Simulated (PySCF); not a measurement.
C₄H₁₃N₃Si, SMILES C=C[Si](N)(N)N(C)C, GFN2-xTB optimised geometry.

```
21

C     -0.06     2.24     0.12
C     -0.85     1.19     0.00
Si    -0.30    -0.61     0.00
N     -0.91    -1.55    -1.33
N      1.43    -0.61     0.00
N     -1.00    -1.37     1.38
C     -1.06    -0.69     2.65
C     -1.03    -2.80     1.53
H      1.01     2.12     0.26
H     -0.42     3.26     0.10
H     -1.91     1.38    -0.13
H     -0.58    -1.32    -2.25
H     -1.91    -1.71    -1.37
H      1.91    -0.12    -0.73
H      1.90    -1.49     0.17
H     -0.21    -0.94     3.29
H     -1.98    -0.97     3.18
H     -1.06     0.39     2.49
H     -0.99    -3.26     0.54
H     -1.96    -3.10     2.02
H     -0.19    -3.17     2.13
```

Density from PySCF with PBE0/def2-SVP at that geometry.

Minimum of the electron density along straight lines between bonded atoms, close to the bond critical point (lines longer than 1.1 times the sum of covalent radii, or with two minima, are not listed):

```csv
bond,length / Å,ρ at the minimum / e bohr⁻³,∇²ρ there / e bohr⁻⁵,position (fraction from the first atom)
C1–C2,1.322,0.344,…,0.51
C2–Si3,1.888,0.113,0.36,0.62
Si3–N4,1.742,0.119,0.69,0.40
Si3–N5,1.735,0.121,0.72,0.40
Si3–N6,1.723,0.124,0.74,0.40
N6–C7,1.440,0.274,-0.79,0.61
N6–C8,1.440,0.274,-0.78,0.61
C1–H9,1.077,0.285,-1.10,0.64
C1–H10,1.081,0.281,-1.07,0.63
C2–H11,1.084,0.276,-1.01,0.62
N4–H12,1.007,0.333,-1.52,0.76
N4–H13,1.007,0.332,-1.52,0.76
N5–H14,1.007,0.332,-1.52,0.76
N5–H15,1.008,0.331,-1.52,0.76
C7–H16,1.098,0.274,-0.99,0.62
C7–H17,1.095,0.276,-1.01,0.62
C7–H18,1.087,0.282,-1.07,0.63
C8–H19,1.085,0.283,-1.09,0.64
C8–H21,1.098,0.274,-0.98,0.62
```

Q: Some entries are withheld; supply them.

A: 
- C1–C2, ∇²ρ there / e bohr⁻⁵: -0.92
